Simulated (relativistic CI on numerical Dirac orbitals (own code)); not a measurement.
# One change at a time: Hf XII

Base calculation: Dirac-Coulomb-Breit CI, KLI orbitals optimised for each configuration, QED by a radiative potential, unscaled Slater integrals.

CI space (outside the closed core [Kr] 4d10): 4f12.5s2.5p, 4f11.5s2.5p2, 4f13.5s2, 4f12.5s.5p2, 4f14.5s, 4f13.5s.5p, 4f12.5s2.5d, 4f13.5p2, 4f12.5s2.5f, 4f12.5s2.5g, 4f12.5s2.6s, 4f13.5p.5d, 4f14.5p, 4f14.5d, 4f14.5f, 4f12.5p3, 4f11.5p4, 4f13.5s.5d, 4f13.5s.6s, 4f14.6s. Double excitations out of closed p, d and f shells are left out; levels of such configurations are missing from the list, as are those of other unlisted configurations, and high levels can miss mixing partners.

Variants: (1) valence Slater integrals scaled by 0.9; (2) QED terms removed. Shifts of the energy above 4f11.5s2.5p2 4I°_15/2, in cm⁻¹, for the lowest level and the first level of each name with at least 55 % of one term (blank where a level changes its place among those of its configuration and J or its character, or is not in the variant):

| Level | Base | Δ(1) | Δ(2) |
| --- | --- | --- | --- |
| 4f11.5s2.5p2 4I°_15/2 | 0.0 | 0.0 | 0.0 |
| 4f12.5s2.5p 4G°_11/2 | 14142.6 | -2279.5 | +255.7 |
| 4f12.5s2.5p 4I°_11/2 | 30772.1 | -2842.8 | +197.0 |
| 4f12.5s2.5p 2K°_13/2 | 70568.5 | -6839.3 | +186.5 |
| 4f12.5s2.5p 2H°_11/2 | 72635.0 | -6833.8 | +200.0 |
| 4f13.5s2 2F°_5/2 | 75021.6 | -4135.0 | +442.5 |
| 4f11.5s2.5p2 6I°_17/2 | 76500.5 | +1132.4 | -104.4 |

At this charge transitions that keep the count of f electrons are usually good to a few per cent. Terms inside the open d or f shell come out 10 to 20 % too wide with unscaled integrals. Levels and lines within the n = 5 or 6 shells can be off by up to 10 % or somewhat more, and those that change n by about 2 %, since core polarisation is missing. Levels that differ in their count of f electrons can be misplaced by several ten thousand cm⁻¹, since the correlation energy of f electrons is missing or only estimated; rates across such gaps can be off by orders of magnitude. The computed lowest level isn't the tabulated ground level, which NIST ASD gives as 4f12 5s2 5p °; for such ions that label comes from theory and may be the wrong one.

Ionisation energy from one configuration of each of the two ions, the ground ones as tabulated or assumed: base 223.288 eV; valence Slater integrals scaled by 0.9 223.158 eV. The NIST ASD value (theoretical) is 230 ± 12 eV.

LS names give the leading component of a level, which can be under half, so a name can repeat, a term be missing and a line seem to break the LS rules.
